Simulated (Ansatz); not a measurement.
`FB(Cl)Br` + NH₃ → `NB(F)Br` + HCl at 400 K and 1 bar (ligand exchange at a B–Cl bond).

Calculated with Ansatz (gas phase, PBE0-D4/def2-TZVP geometries, no zero-point term in ΔE). CCSD(T)/CBS adds triple-zeta CCSD(T) − MP2 to the extrapolated MP2 energy (def2 sets, frozen cores). This one scheme is used for every species. For Br outer-core shells are correlated without core-valence functions, which leaves a few kJ/mol of doubt a bond. Scalar relativity is left out up to krypton. One conformer a species, not always the lowest.

```tsv
species	CCSD(T)/CBS energy (Eh)	H − E (kJ/mol)	S (J/(mol·K))
`FB(Cl)Br`	-3157.81685	43.1	323.4
NH₃	-56.50880	104.2	203.1
`NB(F)Br`	-2753.96125	113.9	322.6
HCl	-460.38127	29.6	195.4
```

H − E and S are ideal-gas, rigid-rotor, harmonic terms from PBE0-D4/def2-TZVP, for one conformer and one mirror image of each species. 1 Eh = 2625.50 kJ/mol, R = 8.31446 J/(mol·K).

Q: By hand: ΔE, ΔH, ΔS and ΔG.

A: ΔE = (-2753.96125) + (-460.38127) − (-3157.81685) − (-56.50880) = -0.01687 Eh = -44.3 kJ/mol. Δ(H − E) = 113.9 + 29.6 − 43.1 − 104.2 = -3.8, so ΔH = -48.1 kJ/mol. ΔS = 322.6 + 195.4 − 323.4 − 203.1 = -8.5 J/(mol·K). ΔG = -48.1 − 400 × (-8.5)/1000 = -44.7 kJ/mol.

Q: By hand: the equilibrium constant, and the temperature at which ΔG would vanish if ΔH and ΔS stayed fixed.

A: log₁₀ K = −ΔG/(RT ln 10) = 5.8. ΔG = 0 at ΔH/ΔS = 5659 K, far beyond where these terms or the molecules hold.

The number of gas molecules stays the same, so ΔS is small and ΔH decides. A doubt of 5 kJ/mol in ΔE shifts log₁₀ K by 0.7 here. Other conformers and mirror images would add mixing entropy, several J/(mol·K) or more a flexible species. These are equilibria of isolated gas molecules and say nothing of rates. Largest T1 diagnostic: 0.010 (customary marks: 0.02 for closed shells, 0.045 for open ones).
